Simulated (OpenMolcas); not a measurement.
**Computed transition rates of O2+**

```
Program             : OpenMolcas 26.06
Method              : CASSCF
Basis               : ANO-RCC-VTZP [4s3p2d1f]
Scalar Hamiltonian  : DKH2, point nucleus
Active space        : 4 electrons in 8 orbitals (2s 2p 3s 3p)
State averaging     : 2S+1 = 3 even, 3 roots; 2S+1 = 1 even, 11 roots; 2S+1 = 5 odd, 1 root; 2S+1 = 3 odd, 9 roots; 2S+1 = 1 odd, 8 roots
Spin-orbit coupling : RASSI with atomic mean-field integrals over the reference wave functions, term energies averaged over their components
```

Rates come from the transition moments of the reference wave functions (E1 and E2 in the length form). At fixed line strength A goes as λ^-3 for E1 and M1 and as λ^-5 for E2, so a rate at the computed wavelength can be rescaled to the measured one. Measured vacuum wavelengths follow from level energies in Moore, Selected Tables of Atomic Spectra, NSRDS-NBS 3, section 11. Branching counts decays inside the model space alone, at computed energies, and the table is only a selection of the E2 and M1 lines, drawn from those between levels with measured partners whose computed energy lies within a factor of 1.5 of the measured one.

```csv
Upper,Lower,Type,λ computed (nm),λ measured (nm),A computed (s-1),A rescaled (s-1),Branching %
2s² 2p² ¹S₀,2s² 2p² ¹D₂,E2,594.2,436.4,4.06e-01,1.90e+00,67.8
2s² 2p² ¹S₀,2s² 2p² ³P₁,M1,252.6,232.2,1.93e-01,,32.1
2s² 2p² ¹D₂,2s² 2p² ³P₁,M1,439.4,496,6.96e-03,,25.5
2s² 2p² ³P₁,2s² 2p² ³P₀,M1,91340,88360,2.37e-05,2.62e-05,100.0
```

Spin-changing lines and M1 lines between different terms are not rescaled, since their strength hangs on the term gaps too.

The largest correction is for 2s² 2p² ¹S₀ → 2s² 2p² ¹D₂ (E2): 4.06e-01 × (594.2 / 436.4)^5 = 1.90e+00 s-1, a factor of 4.68.

The computed rate and branching of 2s² 2p² ³P₁ → 2s² 2p² ³P₀ give the upper level a radiative lifetime of 1.000 / 2.37e-05 s-1 = 4.22e+04 s, counting decays inside the model space alone. The rescaled rate gives about 3.8e+04 s.

No measured rate stands beside these. Rescaling mends the energy factor alone: line strengths can still be far off where a level mixes with configurations outside the active space, and weak or spin-changing lines hang on small mixing coefficients that depend on the term gaps too, so rescaling need not improve them.

Active for correlation alone: 3p 3s; no level in the range computed is led by a configuration that fills them, so any true level of that kind is missing. Computed and measured levels are paired by configuration, term and J; levels that our copy of the source lacks, or whose pairing is in doubt (as where it misses far off the trend of its configuration), stay unpaired. Only configurations of the active space appear.
